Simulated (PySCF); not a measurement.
Start geometry of `C[Si](C)(C)O[SiH]1SCCS1` from GFN2-xTB (Å):
```
atom  x, y, z in Å
C1    -2.883   -1.299    1.104
Si2   -1.791   -0.123    0.088
C3    -2.120    1.721    0.432
C4    -1.761   -0.499   -1.776
O5    -0.262   -0.455    0.638
Si6    1.241    0.015    0.907
S7     2.607   -1.586    0.476
C8     3.885   -0.459   -0.208
C9     3.261    0.506   -1.176
S10    1.959    1.527   -0.413
H11   -2.839   -1.065    2.171
H12   -2.625   -2.313    0.960
H13   -3.971   -1.150    0.801
H14   -3.079    2.053    0.068
H15   -1.338    2.326   -0.025
H16   -2.078    1.945    1.514
H17   -1.490   -1.515   -1.968
H18   -2.791   -0.356   -2.196
H19   -1.110    0.142   -2.306
H20    1.352    0.483    2.283
H21    4.317    0.068    0.618
H22    4.622   -1.115   -0.696
H23    4.025    1.200   -1.597
H24    2.804   -0.032   -2.036
```

Q: What comes out of this run: PBE0-D3(BJ)/def2-SVP geometry optimisation, gas phase (PySCF)?

A: 
```
atom  x, y, z in Å
C1    -2.8158   -1.2558    0.9066
Si2   -1.6009    0.0179    0.2817
C3    -2.3036    1.7490    0.3533
C4    -1.0157   -0.3918   -1.4501
O5    -0.2839   -0.0266    1.3367
Si6    1.3478    0.1271    1.3223
S7     2.2831   -1.6256    0.4983
C8     3.4295   -0.7328   -0.6152
C9     2.7616    0.4606   -1.2643
S10    2.1207    1.6309   -0.0091
H11   -3.1131   -1.0384    1.9441
H12   -2.3687   -2.2619    0.8858
H13   -3.7265   -1.2736    0.2870
H14   -3.2011    1.8467   -0.2779
H15   -1.5556    2.4772    0.0017
H16   -2.5807    2.0170    1.3847
H17   -0.4412   -1.3312   -1.4568
H18   -1.8663   -0.4995   -2.1416
H19   -0.3681    0.4126   -1.8335
H20    1.7461    0.4345    2.7176
H21    4.3190   -0.4220   -0.0468
H22    3.7433   -1.4628   -1.3777
H23    3.4857    1.0299   -1.8671
H24    1.9395    0.1393   -1.9210
```

The energy falls by 0.412 eV over 17 energy and gradient evaluations, the largest force component goes from 0.0459 to 1.5e-04 Eh/bohr, and the atoms move by 0.660 Å rms after alignment. Among the bonds, C1–H12 and C4–H19 change most and about equally (+0.045 to +0.046 Å). Bonds longer at the end by more than 0.005 Å: 13 of 24; shorter: 9. Among the angles that change most is Si2–O5–Si6, from 149.8° to 140.2°. Among the dihedrals that turn most is Si2–O5–Si6–S7, from -142° to -75°. Rotational constants go from 1282, 439.8, 390.4 to 1193, 490.4, 441.6 MHz. The orientation of the end geometry is arbitrary; only internal coordinates are fixed.

The run used 226 basis functions and 123 SCF cycles in all. On AMD EPYC, one thread, no GPU, shared host, this took 23 min wall and 1.0 GiB of memory at its peak.

No PBE0-D3(BJ)/def2-SVP frequencies stand behind this structure, so it isn't proved a minimum. The numbers are those of one conformer.
